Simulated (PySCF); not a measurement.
C6H7In, SMILES [InH2][c]1ccccc1 at its B3LYP/def2-SVP optimised geometry (Å):

```
14

In     1.2415    -1.9339     0.0000
H      0.3071    -3.4034     0.0000
H      2.9828    -1.9339     0.0000
C      0.1955    -0.0320     0.0000
C     -1.2128     0.0234     0.0022
C     -1.8894     1.2478     0.0023
C     -1.1671     2.4454     0.0002
C      0.2311     2.4141    -0.0022
C      0.9028     1.1870    -0.0021
H     -1.7988    -0.9013     0.0038
H     -2.9828     1.2680     0.0040
H     -1.6941     3.4034     0.0002
H      0.7995     3.3485    -0.0039
H      1.9976     1.1869    -0.0038
```

Level of theory: B3LYP/def2-TZVP, def2 effective core potentials past Kr (PySCF 2.14.0). The core electrons that the potentials of In replace are not part of the density. Cells within 0.4 Å of a nucleus heavier than hydrogen are left out (blank, or x).

Map of the electron localisation function on the plane z = 0.0 Å:

```
|0000000000000000000000000000000|
|0000000000000000000000000000000|
|0000000014640000144100000000000|
|0000000179995000799830000000000|
|0000000599998002999981000000000|
|0000000599999104999992000000000|
|0000000189998325999970000000000|
|0000000028995675899710000000000|
|00000000036xx69xx65100000000000|
|00004763237xx68xx65112430000000|
|0002899975897455896589983000000|
|000599999xx551047xx899996000000|
|000599999xx340035xx999995000000|
|0002999975797335974799981000000|
|000047642485x773586346400000000|
|00000000035xx78xx54100000000000|
|000000003897278xx86200001210000|
|0000000399997447984222589972000|
|0000000799997115412223899997000|
|0000000799993002257742999999200|
|000000038984001227xx62999999300|
|000000001210003227xx52999999200|
|0000000000000576225532899998100|
|0000000000005999942223799995000|
|0000000000029999997432468850000|
|0000000000039999999621112200000|
|0000000000018999999720000000000|
|0000000000005999999610000000000|
|0000000000000599998300000000000|
|0000000000000014541000000000000|
|0000000000000000000000000000000|
```
Scale: ten equal steps from 0.000 (start of '0') to 1.000 (end of '9'), in the order '0123456789'; x runs from -5.50 to 5.50, y from -5.50 (bottom) to 5.50 (top).
